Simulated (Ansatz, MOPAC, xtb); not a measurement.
Torsion H3–S1–Sn2–H4 in H2SSn (SMILES [SH][SnH]); at each angle all else is relaxed with GFN2-xTB, and the levels are single points there.
Geometry at 180° (charge 0, multiplicity 1):
```xyz
4

S     -1.156     0.538     0.480
Sn     1.058     0.618    -0.471
H     -1.625    -0.463    -0.264
H      1.522     1.991     0.632
```

On the grid 0° to 330°, 90° is the highest and 180° the lowest point at CCSD(T)/CBS(def2-TZVPP, def2-QZVPP).

The state that AM1 reach isn't checked.

Codes used: Ansatz (Gaussian basis) for Hartree–Fock, density functionals and correlated methods; MOPAC for AM1 (differences of heats of formation); xtb for the GFN methods. Each number belongs to the level named beside it. In def2 rows elements past Kr take small-core potentials, without spin–orbit coupling.

Question: One of these levels gives 507.5 meV for the energy at 90° less that at 180°. Name it.
A. GFN2-xTB
B. HF/def2-QZVPP
C. AM1

Answer: B, HF/def2-QZVPP. The others give 552.0 (AM1), 200.2 (GFN2-xTB)

Ansatz is a quantum-chemistry and plane-wave program.
